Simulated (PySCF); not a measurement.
## Correlation energy of Cu¹⁷⁺ (copper, charge +17)

Starting occupation: [Ne] 3s2. Calculation: PySCF 2.14, in an uncontracted even-tempered set (19 s from 1.7 bohr⁻², ratio 2.4; 13 p from 2.2 bohr⁻², ratio 2.4; 5 d from 7.9 bohr⁻², ratio 2.6; 4 f from 12 bohr⁻², ratio 2.6); X2C-1e with screened-nucleus spin-orbit coupling, Gaussian nucleus. Frozen: 1s2; 10 electrons correlated; the 52 highest virtual spinors left out.

MP2 pair energies summed by pair of shells (mhartree):

```json
{"pair": "2p1/2-2p3/2", "energy": "-95.38", "share (%)": "23.5"}
{"pair": "2p3/2-2p3/2", "energy": "-91.54", "share (%)": "22.5"}
{"pair": "3s1/2-3s1/2", "energy": "-69.55", "share (%)": "17.1"}
{"pair": "2p3/2-2s1/2", "energy": "-39.90", "share (%)": "9.8"}
{"pair": "2p3/2-3s1/2", "energy": "-33.63", "share (%)": "8.3"}
{"pair": "2p1/2-2p1/2", "energy": "-22.10", "share (%)": "5.4"}
{"pair": "2p1/2-2s1/2", "energy": "-20.08", "share (%)": "4.9"}
{"pair": "2p1/2-3s1/2", "energy": "-16.38", "share (%)": "4.0"}
{"pair": "2s1/2-2s1/2", "energy": "-10.43", "share (%)": "2.6"}
{"pair": "2s1/2-3s1/2", "energy": "-7.59", "share (%)": "1.9"}
```

Total MP2 correlation energy: -406.60 mhartree.

MP2 falls well short for the outer s pair, which is nearly degenerate with np².
